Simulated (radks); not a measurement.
Question: These are the eigenvalues of the occupied orbitals of an atom or ion with whole-number occupations (hartree). All-electron calculation, Dirac Kohn-Sham, PBEsol, spin-unpolarised, spherical densities, point nucleus. Program: a radial shooting solver on a logarithmic mesh with Libxc functionals.

orbital  eigenvalue
1s1/2     -2179.528
2s1/2     -370.9181
2p1/2     -353.7420
2p3/2     -317.7389
3s1/2     -86.53060
3p1/2     -78.97441
3p3/2     -71.37328
3d3/2     -58.48087
3d5/2     -56.81930
4s1/2     -20.29667
4p1/2     -17.25645
4p3/2     -15.52842
4d3/2     -10.52052
4d5/2     -10.20377
5s1/2      -5.58023
5p1/2      -4.64914
5p3/2      -4.35485
4f5/2      -4.08246
4f7/2      -4.03117

Which element is it, and in what charge state? The configuration may be excited. Open shells, if any, fill j = l - 1/2 first.

Answer: Z = 69, thulium, charge +7: Tm7+ in [Kr] 4d10 4f11 5s2 5p3. The list shows which subshells hold electrons but not how many an open one holds; the 1s level, -2179.5 hartree, gives Z - s = 66.0 by -(Z - s)^2/2, which with screening and relativity narrows Z to a few neighbours, and the depths of the outer levels then fix element, charge and occupations together.
